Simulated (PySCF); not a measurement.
A calculation to check before its numbers are used.

A TDDFT job on [C2H5GeO3]- (charge -1). Level of theory: TDDFT CAM-B3LYP/def2-SVPD, vertical, gas phase, core orbitals frozen in the response in PySCF.

Driver input (Å, PBE0-D3(BJ)/def2-SVP geometry):

```
{"job": {"kind": "uv", "xc": "CAM-B3LYP", "basis": "def2-SVPD", "ip": true}, "charge": -1, "multiplicity": 1}
O     -0.1689     0.8240    -0.3822
C     -1.3040     0.2918    -0.1364
O     -2.3985     0.6333    -0.5679
C     -1.1947    -0.9070     0.8177
O      0.1005    -1.1574     1.2314
Ge     1.4571    -0.0978     0.5840
H     -1.8663    -0.7000     1.6774
H     -1.6338    -1.7815     0.2917
H      2.5125    -0.9492     1.4360
H      2.0369    -0.3163    -0.8489
H      1.7470     1.3242     1.1601
```

Output:

```
coarse grid: 45680 points
cycle   1  E = -2381.2394179162  dE =  2.635e-01  |g| = 1.244e+00  |ddm| = 4.197e+00
cycle   2  E = -2380.9630825634  dE =  2.763e-01  |g| = 1.793e+00  |ddm| = 3.060e+00
cycle   3  E = -2381.5237802784  dE = -5.607e-01  |g| = 8.732e-02  |ddm| = 1.725e+00
cycle   4  E = -2381.5243104009  dE = -5.301e-04  |g| = 7.058e-02  |ddm| = 1.464e-01
cycle   5  E = -2381.5250744016  dE = -7.640e-04  |g| = 1.937e-02  |ddm| = 6.722e-02
cycle   6  E = -2381.5251402045  dE = -6.580e-05  |g| = 5.861e-03  |ddm| = 2.224e-02
cycle   7  E = -2381.5251463768  dE = -6.172e-06  |g| = 8.043e-04  |ddm| = 8.645e-03
final grid: 95944 points
cycle   8  E = -2381.5251260587  dE = -1.495e-07  |g| = 8.524e-04  |ddm| = 4.662e-03
cycle   9  E = -2381.5251259419  dE =  1.169e-07  |g| = 1.209e-03  |ddm| = 2.101e-03
cycle  10  E = -2381.5251262011  dE = -2.592e-07  |g| = 8.606e-05  |ddm| = 1.157e-03
cycle  11  E = -2381.5251262025  dE = -1.418e-09  |g| = 3.365e-05  |ddm| = 1.402e-04
cycle  12  E = -2381.5251262029  dE = -3.820e-10  |g| = 1.447e-05  |ddm| = 1.070e-04
converged SCF energy = -2381.5251262029

Static polarisability (au): isotropic 76.638, principal 62.254 73.506 94.152

Singlet excitations
state   eV       nm        f      main configurations
  1   5.9806    207.3   0.00048   H->L+4 0.53, H->L+5 0.18, H->L+9 0.14
  2   6.0447    205.1   0.05395   H-1->L 0.52, H->L 0.38
  3   6.2216    199.3   0.03051   H->L+1 0.68, H->L 0.11, H-1->L 0.10
  4   6.5358    189.7   0.01912   H-2->L+1 0.44, H-2->L 0.43
  5   6.5965    188.0   0.03226   H-1->L+1 0.55, H-1->L+2 0.15, H->L+2 0.10
  6   6.6661    186.0   0.02695   H-2->L+1 0.36, H-2->L 0.29, H-3->L 0.18
  7   6.7656    183.3   0.00535   H->L 0.45, H-1->L 0.21, H->L+1 0.17
  8   6.9669    178.0   0.01068   H-3->L 0.48, H-3->L+1 0.29
  9   7.0936    174.8   0.03148   H->L+2 0.48, H->L+3 0.25
 10   7.1476    173.5   0.00042   H-1->L+4 0.31, H-4->L+4 0.14, H-3->L+1 0.12

Triplet excitations (Tamm-Dancoff, eV): 5.5805 5.6415 5.9706 6.1135
Vertical ionisation energy (delta-SCF) = 4.9616 eV
```

The SCF starts on a coarse grid; the energy jumps when the final grid takes over, and dE counts afresh there.

Frontier levels of this run: HOMO -4.13 eV, LUMO 4.44 eV.

Can the results be trusted, and what went wrong?

Not as they stand: excited states above electron detachment. The lowest singlet lies at 5.98 eV, while the vertical detachment energy by ΔSCF is 4.96 eV. States above that threshold can lose an electron: they are at best resonances in the continuum, which a finite basis only mimics, so their energies depend on the basis.

How can it be mended?

Don't read them as bound-state absorption lines; add a counter-ion or a solvent model, or treat the states as resonances.
